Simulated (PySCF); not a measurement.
**Electron correlation in Fe(14+) (iron, charge +14)**

Starting occupation: [Ne] 3s2. All numbers are calculated (PySCF 2.14, X2C-1e with screened-nucleus spin-orbit coupling, Gaussian nucleus, in an uncontracted even-tempered set (19 s from 0.37 bohr⁻², ratio 2.6; 13 p from 0.48 bohr⁻², ratio 2.6; 7 d from 0.49 bohr⁻², ratio 2.8; 4 f from 8.5 bohr⁻², ratio 2.8)). Frozen: 1s2; 10 electrons correlated; the 50 highest virtual spinors left out.

MP2 pair energies summed by pair of shells (mhartree):

```json
{"pair": "2p1/2-2p3/2", "energy": "-94.65", "share (%)": "23.7"}
{"pair": "2p3/2-2p3/2", "energy": "-90.77", "share (%)": "22.8"}
{"pair": "3s1/2-3s1/2", "energy": "-66.55", "share (%)": "16.7"}
{"pair": "2p3/2-2s1/2", "energy": "-39.60", "share (%)": "9.9"}
{"pair": "2p3/2-3s1/2", "energy": "-32.14", "share (%)": "8.1"}
{"pair": "2p1/2-2p1/2", "energy": "-21.86", "share (%)": "5.5"}
{"pair": "2p1/2-2s1/2", "energy": "-19.91", "share (%)": "5.0"}
{"pair": "2p1/2-3s1/2", "energy": "-15.73", "share (%)": "3.9"}
{"pair": "2s1/2-2s1/2", "energy": "-10.25", "share (%)": "2.6"}
{"pair": "2s1/2-3s1/2", "energy": "-7.10", "share (%)": "1.8"}
```

Total MP2 correlation energy: -398.56 mhartree.

The virtual space was cut to 56 spinors, which keep -341.55 of the -398.56 mhartree of MP2 correlation.

```json
{"level": "CCSD", "correlation energy (mhartree)": "-364.68"}
```

Diagnostics: T1 = 0.00072, largest double amplitude 0.093.

Cost of the coupled-cluster step: about 40 core-seconds, for 10 occupied and 56 virtual spinors.

Iterations:

```
Init t2, MP2 energy = -0.34154584008046
CCSD nocc = 10, nmo = 66
Init t2, MP2 energy = -0.34154584008046
Init E_corr(GCCSD) = -0.34154584008046
cycle = 1  E_corr(GCCSD) = -0.357804193669396  dE = -0.0162583536  norm(t1,t2) = 0.0304572
cycle = 2  E_corr(GCCSD) = -0.362285126383363  dE = -0.00448093271  norm(t1,t2) = 0.0108333
cycle = 3  E_corr(GCCSD) = -0.364679362089848  dE = -0.00239423571  norm(t1,t2) = 0.00409351
cycle = 4  E_corr(GCCSD) = -0.364673461938447  dE = 5.9001514e-06  norm(t1,t2) = 0.000171303
cycle = 5  E_corr(GCCSD) = -0.364676148224665  dE = -2.68628622e-06  norm(t1,t2) = 2.86776e-05
cycle = 6  E_corr(GCCSD) = -0.364674972758617  dE = 1.17546605e-06  norm(t1,t2) = 1.4822e-06
cycle = 7  E_corr(GCCSD) = -0.364675000254611  dE = -2.74959941e-08  norm(t1,t2) = 9.30929e-08
cycle = 8  E_corr(GCCSD) = -0.364675003573507  dE = -3.3188956e-09  norm(t1,t2) = 4.72883e-09
GCCSD converged
E(GCCSD) = -1183.220821163984  E_corr = -0.3646750035735066
```

The coupled-cluster values are those of the cut space; adding the MP2 remainder, -57.01 mhartree, estimates the full space.
